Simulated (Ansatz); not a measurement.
AgCl (SMILES [Cl][Ag]), singlet, geometry from GFN2-xTB (such geometries of metal compounds can be far from the true shape) (core potentials on Ag). Base run: Ansatz (a quantum-chemistry and plane-wave program) with PBE0/def2-SVP.

Ansatz was given this input:
Ansatz 0.2 input:
```yaml
crystal:
  periodic: [false, false, false]
  atoms:
    - {symbol: Ag, position_ang: [-0.00000000, -0.00000000, -0.58724977]}
    - {symbol: Cl, position_ang: [0.00000000, 0.00000000, 1.62357288]}
basis:
  gaussian:
    orbitals: def2-SVP
hamiltonian:
  xc: pbe0
```

The bond that is stretched is that between atoms 1 and 2. A test that says stable can miss a lower solution.

Each row names what was changed in the base input (with any setting that the change needs).

```csv
change,ΔE vs base (kcal/mol),<S^2>,stability test says
base,0.000,0.000,minimum (restricted orbitals)
spin_polarized = on; lower_state_search = off,0.000,0.000,undecided (no full test)
spin_polarized = on; lower_state_search = standard,0.000,0.000,minimum
bond × 1.25,14.48,0.000,minimum (restricted orbitals)
spin_polarized = on; lower_state_search = off; bond × 1.25,14.48,0.000,undecided (no full test)
spin_polarized = on; lower_state_search = standard; bond × 1.25,14.48,0.000,minimum
bond × 1.5,40.27,0.000,minimum (restricted orbitals)
spin_polarized = on; lower_state_search = off; bond × 1.5,40.27,0.000,undecided (no full test)
spin_polarized = on; lower_state_search = standard; bond × 1.5,40.06,0.134,minimum
bond × 1.8,61.51,0.000,minimum (restricted orbitals)
spin_polarized = on; lower_state_search = off; bond × 1.8,61.51,0.000,undecided (no full test)
spin_polarized = on; lower_state_search = standard; bond × 1.8,56.09,0.559,minimum
bond × 2.2,76.6,0.000,minimum (restricted orbitals)
spin_polarized = on; lower_state_search = off; bond × 2.2,64.0,0.750,undecided (no full test)
spin_polarized = on; lower_state_search = standard; bond × 2.2,64.0,0.750,minimum
bond × 3.0,87.3,0.000,minimum (restricted orbitals)
spin_polarized = on; lower_state_search = off; bond × 3.0,67.8,0.854,undecided (no full test)
spin_polarized = on; lower_state_search = standard; bond × 3.0,67.8,0.854,minimum
```

Where a bond breaks into two radicals, a solution with restricted orbitals usually stops being the lowest and lies too high; an unrestricted one lies lower at the price of spin contamination, which <S^2> shows.
